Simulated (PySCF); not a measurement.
Isomers of C6H13PSi, one conformer each; single-point electronic energies without zero-point terms and without any empirical dispersion term.

Computed with PySCF at PBE0/pcSseg-1, non-relativistic, each on one gas-phase PBE0-D3(BJ)/def2-SVP geometry that isn't relaxed in the solvent. The solvent is an IEF-PCM continuum (van der Waals radii × 1.2). The model holds no explicit solvent molecules, cavitation or dispersion.

```tsv
isomer	relative energy, gas (kcal/mol)	dipole (D)
`[H]/P=C(\C=C)[Si](C)(C)C`	0.0	1.35
`CC#CP(C)[SiH](C)C`	8.7	1.22
```

Question: How do the relative energies look in chloroform (ε = 4.711)?

Answer: 
```csv
isomer,"relative energy, solvent (kcal/mol)",E(solvent) − E(gas) (kcal/mol),dipole in solvent (D)
`[H]/P=C(\C=C)[Si](C)(C)C`,0.0,-2.0,1.81
`CC#CP(C)[SiH](C)C`,7.3,-3.3,1.53
```

The order is unchanged. Conformers: `[H]/[P:4]=[C:3](\[CH:2]=[CH2:1])[Si:5]([CH3:6])([CH3:7])[CH3:8]` with C1–C2–C3–P4 179°; `[CH3:1][C:2]#[C:3][P:4]([CH3:5])[SiH:6]([CH3:7])[CH3:8]` with C3–P4–Si6–C7 63°. `CC#CP(C)[SiH](C)C` gains most from the continuum, while `[H]/P=C(\C=C)[Si](C)(C)C` has the largest gas-phase dipole. The gains span 1.3 kcal/mol, the gas-phase energies 8.7 kcal/mol.
